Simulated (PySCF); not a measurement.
A structure optimised at PBE-D3(BJ)/def2-SVP, used in a PySCF frequency run:

```
Si
F 1 1.6305
O 1 1.6575 2 112.20
H 3 0.9752 1 112.49 2 -73.12
N 1 1.7190 2 105.05 3 -121.10
H 5 1.0234 1 118.47 2 -174.56
H 5 1.0239 6 110.36 1 -139.65
Br 1 2.2252 2 106.81 5 -124.83
```
Charge 0, spin multiplicity 1.

**Question.** Write its SMILES and formula.

**Answer.** N[Si](O)(F)Br, BrFH₃NOSi

**Question.** What are its rotational constants (standard atomic weights)?

**Answer.** 3.7872, 1.4829, 1.4615 GHz
